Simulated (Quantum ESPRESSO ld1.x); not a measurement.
The numbers below are computed, except where a source is named.
Problem. W2+, 72 electrons, occupied as [Xe] 4f14 5d4. Level of theory: scalar-relativistic Kohn-Sham, LDA (Slater exchange, VWN5 correlation), spin-polarised, spherical densities, point nucleus; open shells are filled with parallel spins first (ld1.x of Quantum ESPRESSO 7.5). Some entries of the table are withheld. Estimate them.

orbital  occ.  eigenvalue (eV)  <r^2> (bohr^2)  <1/r> (bohr^-1)
1s down     1         -69455.8       0.0004634            87.05
1s up       1         -69455.8       0.0004634            87.05
2s up       1         -12002.4        0.007126            20.35
2s down     1         -12002.2        0.007126            20.35
2p up       3         -10502.3        0.005895            18.44
2p down     3         -10502.1        0.005895            18.44
3s up       1         -2776.04         0.04629            7.533
3s down     1         -2775.97         0.04629            7.533
3p up       3         -2331.90         0.04704            6.957
3p down     3         -2331.82         0.04704            6.957
3d up       5         -1820.28         0.03900            6.575
3d down     5         -1820.16         0.03900            6.575
4s up       1         -584.782          0.2284            3.205
4s down     1         -584.619          0.2284            3.205
4p up       3         -439.038          0.2603            2.911
4p down     3         -438.874          0.2602            2.911
4d up       5         -254.346          0.3036            2.590
4d down     5         -254.142          0.3032            2.590
5s up       1         -96.0333           1.285            1.251
5s down     1         -94.4548           1.269            1.260
5p up       3         -60.3250           1.775              (1)
5p down     3         -58.2831           1.748              (2)
4f up       7         -49.6492          0.4683            2.081
4f down     7         -49.2360          0.4595            2.089
5d up       4         -21.1303           4.066              (3)
5d down     0         -18.6018           4.230              (4)

Solution. 
(1) 5p up <1/r> (bohr^-1): 1.050
(2) 5p down <1/r> (bohr^-1): 1.060
(3) 5d up <1/r> (bohr^-1): 0.6914
(4) 5d down <1/r> (bohr^-1): 0.6882
